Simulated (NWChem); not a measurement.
System: CdCl$_{2}$; SMILES [Cl][Cd][Cl]

Results from NWChem. def2 effective core potentials on Cd; no spin-orbit coupling. Each level has its own optimisation; frequencies are unscaled.

For level PBE0/def2-SVP (core potentials):

| Property | Result |
|---|---|
| r Cd–Cl (Å) | 2.277 |
| highest harmonic frequency (cm⁻¹) | 436 |
| lowest (cm⁻¹) | 87 |

Q: Estimate the same quantities for level Hartree-Fock/STO-3G (all-electron, non-relativistic).

A: The r Cd–Cl (Å) comes out as 2.201 and the highest harmonic frequency (cm⁻¹) is 487. The lowest (cm⁻¹) is 100.
